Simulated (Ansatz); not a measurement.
Species: TiF3, net charge 1, singlet state. 
Coordinates optimised at B3LYP-D3(BJ)/def2-TZVP (Ansatz, a quantum-chemistry and plane-wave program):
```xyz
4

Ti    -0.0670     0.0894     0.2355
F     -1.2812    -1.0099    -0.2165
F     -0.0034     1.4465    -0.7849
F      1.4485    -0.6550     0.4258
```
Charge +1, spin multiplicity 1.

Basis-set convergence of Hartree-Fock and CCSD(T) correlation energies (hartree) with Ansatz. Correlated levels leave the core frozen unless marked. Spin-orbit coupling is left out. Frozen are the shells of the preceding noble gas and the d and f shells that filled before the atom's block. Non-relativistic.

The T1 diagnostic of CCSD in the largest basis is 0.028, which is high, so the coupled-cluster rows are less sure than usual.

```tsv
basis	functions	E(HF)	E(corr, CCSD(T))	rough core time
def2-SVPD	103	-1146.23787	-0.74840	under 20 s
def2-TZVPPD	187	(withheld)	(withheld)	30 s
```

Q: Some entries are withheld; supply them.

A: 
- def2-TZVPPD, E(HF): -1146.72240
- def2-TZVPPD, E(corr, CCSD(T)): -0.93033
